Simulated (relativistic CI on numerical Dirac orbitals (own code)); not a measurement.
Radial Dirac CI calculation of Dy³⁺.

Command:

```sh
python run_levels.py task.json out
```

Input:

```
atom Dy  Z=66  charge=3  electrons=63
nucleus A=164  rms_radius_fm=5.2218
hamiltonian dirac-coulomb  breit=off  qed=off  c_scale=1
orbitals kli  potential=per-configuration
slater_scale 1
correlation none
mixing on
grid step=0.0125 r_max=50.3
scf mixing=0.4 start=green max_iterations=150 tolerance=0.0001 node_fill=0.05
configurations
  [Xe] 4f9
end
```

Output:

```
SCF 1: [Xe] 4f9
 iter      energy (Ha)   residual   last orbital (Ha)
    1    -12124.775734   3.00e+00     -3.97759
    2    -12157.892109   7.80e-01     -2.62167
    3    -12159.749525   2.43e-01     -2.31929
    4    -12160.043493   1.71e-01     -2.32197
    5    -12160.119447   2.49e-02     -2.26986
    6    -12160.128227   1.36e-02     -2.28187
    7    -12160.126261   3.60e-03     -2.28593
    8    -12160.125137   9.48e-04     -2.28648
    9    -12160.125387   1.35e-04     -2.28655
   10    -12160.125358   7.97e-06     -2.28655
orbital energies (Ha): 4p3/2 -11.9238  4d3/2 -7.3672  4d5/2 -7.1214  5s -3.2446  5p1/2 -2.4747  5p3/2 -2.2866  4f5/2 -1.6895  4f7/2 -1.6548
configuration averages (Ha): Dirac-Coulomb, Breit, QED
  4f9                         -12160.125358    0.000000    0.000000
levels: no., configuration, term, J, E (cm-1), weight
   1 4f9                    6H*  15/2             0.0  0.94
   2 4f9                    6H*  13/2          3532.1  0.97
   3 4f9                    6H*  11/2          5986.8  0.95
   4 4f9                    6H*  9/2           7879.4  0.94
   5 4f9                    6H*  7/2           9342.1  0.94
   6 4f9                    6F*  11/2          9631.2  0.96
   7 4f9                    6H*  5/2          10428.8  0.93
   8 4f9                    6F*  9/2          10917.6  0.88
   9 4f9                    6F*  7/2          12887.9  0.92
  10 4f9                    6F*  5/2          14354.3  0.93
  11 4f9                    6F*  3/2          15201.6  0.92
  12 4f9                    6F*  1/2          15761.9  0.92
  13 4f9                    4F*  9/2          23382.6  0.65
  14 4f9                    4I*  15/2         23917.0  0.54
lowest total energy -12160.425518 Ha
end: converged
```

Against the reference input this run has: SCF tolerance 0.0001, QED terms off, Breit term off. The reference run ends at -12141.143451 Ha with Breit and QED terms.

With so few configurations and no correlation, terms lie too far apart (by 10 to 50 % or more near neutrality), their order can be wrong, and levels of other configurations are missing.
